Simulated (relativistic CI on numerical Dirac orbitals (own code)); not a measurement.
**Electric-dipole transitions in Hg VII**

Computed by Dirac-Coulomb-Breit CI, separate exchange-only KLI orbitals for each configuration, a model potential for QED, unscaled Slater integrals (own radial code, finite nucleus).

Configurations in the expansion (outside the closed core [Kr] 4d10 4f14): 5s²5p⁶5d⁶, 5s²5p⁶5d⁵6s, 5s²5p⁶5d⁵5f, 5s²5p⁶5d⁵6p, 5s²5p⁵5d⁷, 5s²5p⁶5d⁵5g, 5s²5p⁶5d⁵6d, 5s²5p⁶5d⁵7s, 5s²5p⁶5d⁴6s6p, 5s²5p⁶5d⁵7p, 5s²5p⁶5d⁵6f, 5s²5p⁶5d⁵7d, 5s²5p⁶5d⁵8s, 5s²5p⁶5d⁵8p, 5s²5p⁶5d⁴5f6s, 5s5p⁶5d⁷, 5s²5p⁶5d⁵7f, 5s²5p⁵5d⁶6s, 5s5p⁶5d⁶5f, 5s²5p⁶5d⁴6s², 5s²5p⁶5d³5f6s², 5s²5p⁶5d³6s²6p, 5s²5p⁶5d³5g6s², 5s²5p⁶5d³6s²6d. Double excitations out of closed p, d and f shells are left out; levels of such configurations are missing from the list, as are those of other unlisted configurations, and high levels can miss mixing partners.

```csv
λ vac (Å),Lower,Upper,A (s⁻¹),E lower (cm⁻¹),E upper (cm⁻¹)
337.88,5s²5p⁶5d⁶ ³H6 [8],5s²5p⁶5d⁵6p ³G°5 [229],6.20e+09,29085,325050
345.76,5s²5p⁶5d⁶ ⁵D4 [1],5s²5p⁶5d⁵6p ⁵D°4 [147],7.00e+09,0,289222
354.21,5s²5p⁶5d⁶ ⁵D3 [3],5s²5p⁶5d⁵6p ⁵F°4 [153],5.08e+09,10808,293128
355.15,5s²5p⁶5d⁶ ³H4 [6],5s²5p⁶5d⁵6p ³H°4 [174],5.09e+09,22166,303737
356.35,5s²5p⁶5d⁶ ¹I6 [21],5s²5p⁶5d⁵6p ¹H°5 [247],7.89e+09,52431,333051
357.30,5s²5p⁶5d⁶ ³G5 [7],5s²5p⁶5d⁵6p ³G°4 [186],6.59e+09,28652,308533
359.21,5s²5p⁶5d⁶ ³H4 [6],5s²5p⁶5d⁵6p ⁵F°3 [166],8.27e+09,22166,300556
361.08,5s²5p⁶5d⁶ ³H6 [8],5s²5p⁶5d⁵6p ³G°5 [181],8.62e+09,29085,306034
361.41,5s²5p⁶5d⁶ ⁵D4 [1],5s²5p⁶5d⁵6p ⁵P°3 [129],6.56e+09,0,276694
361.66,5s²5p⁶5d⁶ ⁵D2 [2],5s²5p⁶5d⁵6p ³D°3 [138],7.75e+09,8062,284563
362.53,5s²5p⁶5d⁶ ⁵D3 [3],5s²5p⁶5d⁵6p ⁵F°4 [140],4.01e+09,10808,286646
363.08,5s²5p⁶5d⁶ ³H4 [6],5s²5p⁶5d⁵6p ³H°4 [159],4.41e+09,22166,297584
366.12,5s²5p⁶5d⁶ ¹I6 [21],5s²5p⁶5d⁵6p ¹I°6 [230],1.21e+10,52431,325563
367.56,5s²5p⁶5d⁶ ³H6 [8],5s²5p⁶5d⁵6p ³H°6 [168],6.62e+09,29085,301148
368.19,5s²5p⁶5d⁶ ³G4 [15],5s²5p⁶5d⁵6p ³G°4 [206],7.67e+09,44979,316576
369.44,5s²5p⁶5d⁶ ⁵D2 [2],5s²5p⁶5d⁵6p ³D°2 [131],8.30e+09,8062,278740
370.29,5s²5p⁶5d⁶ ⁵D4 [1],5s²5p⁶5d⁵6p ⁵F°5 [123],6.82e+09,0,270062
370.92,5s²5p⁶5d⁶ ⁵D4 [1],5s²5p⁶5d⁵6p ⁵P°3 [121],9.76e+09,0,269600
371.02,5s²5p⁶5d⁶ ⁵D4 [1],5s²5p⁶5d⁵6p ⁵F°4 [120],4.99e+09,0,269530
371.11,5s²5p⁶5d⁶ ³H6 [8],5s²5p⁶5d⁵6p ⁵G°6 [162],4.33e+09,29085,298545
373.46,5s²5p⁶5d⁶ ⁵D2 [2],5s²5p⁶5d⁵6p ⁵P°1 [127],8.84e+09,8062,275825
376.10,5s²5p⁶5d⁶ ⁵D3 [3],5s²5p⁶5d⁵6p ⁵P°3 [129],3.94e+09,10808,276694
380.40,5s²5p⁶5d⁶ ³G5 [7],5s²5p⁶5d⁵6p ³H°6 [150],4.13e+09,28652,291534
384.88,5s²5p⁶5d⁶ ³H4 [6],5s²5p⁶5d⁵6p ³I°5 [134],3.11e+09,22166,281986
740.75,5s²5p⁶5d⁵6p ⁷P°4 [107],5s²5p⁶5d⁵6d ⁷D5 [353],9.17e+09,260620,395618
805.33,5s²5p⁶5d⁵6s ⁷S3 [35],5s²5p⁶5d⁵6p ⁷P°4 [107],3.63e+09,136447,260620
810.54,5s²5p⁶5d⁵6s ⁵G4 [39],5s²5p⁶5d⁵6p ⁵G°5 [158],2.54e+09,174024,297399
824.60,5s²5p⁶5d⁵6s ⁵G6 [40],5s²5p⁶5d⁵6p ⁵H°7 [157],3.61e+09,175469,296739
841.18,5s²5p⁶5d⁵6s ³I6 [55],5s²5p⁶5d⁵6p ¹K°7 [202],2.84e+09,196082,314962
842.15,5s²5p⁶5d⁵6s ³I7 [60],5s²5p⁶5d⁵6p ³K°8 [213],3.51e+09,200790,319534
```

Terms are leading LS components. Brackets give the number of a level in order of energy, since labels repeat. The list gives strong lines, with weight on those to low levels, without lines whose two gauges differ by over a factor of 2.5, among the lowest 400 of 6274 levels, so that lines to higher ones, which can be the strongest, are missing. Levels whose partners in the same complex of configurations lie outside the list can be far off, and so can their lines. Rates are taken at the computed energies, electric ones in the length gauge.

At this charge configurations can still be misplaced by up to about 7 % of their energy. Terms inside the open d or f shell come out 10 to 20 % too wide with unscaled integrals. Levels and lines within the n = 5 or 6 shells can be off by up to 10 % or somewhat more, and those that change n by about 2 %, since core polarisation is missing.

LS names give the leading component of a level, which can be under half, so a name can repeat, a term be missing and a line seem to break the LS rules.
